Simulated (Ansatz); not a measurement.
`[F][Al@H-]1[F+][Al@@H-]([F])[F+]1`, relaxed with RKS PBE0-D4/def2-TZVP in Ansatz 0.2.0 from a GFN2-xTB geometry. The force threshold is 0.005 eV/Å; the program also tests the step.

Total charge 0; spin multiplicity 1.

Start:

```xyz
8

F     0.761   -0.054   -2.667
Al    0.854    0.149   -1.045
F    -0.581    1.017   -0.330
Al   -0.854   -0.151    1.043
F    -2.415   -0.610    1.221
F     0.111   -1.212   -0.082
H     2.057    0.604   -0.286
H     0.068    0.256    2.146
```

(1) By how much does the energy fall, and how many steps does the optimiser take? (Best estimate.)

(2) Which bonds change most? (An estimate is asked.)

(3) Give the relaxed structure. (An estimate is asked.)

Answers

(1) Ansatz gave: 0.24 eV, in 6 steps.

(2) The calculation gave: Al2–H7 from 1.494 to 1.557 Å; Al4–H8 from 1.495 to 1.557 Å; Al2–F6 from 1.825 to 1.815 Å.

(3) Computed: 
```xyz
8

F     0.264   -0.194   -2.514
Al    0.897    0.163   -1.045
F    -0.314    1.125   -0.096
Al   -0.847   -0.142    1.088
F    -2.352   -0.651    0.687
F     0.373   -1.101    0.148
H     2.360    0.640   -0.811
H    -0.381    0.161    2.543
```
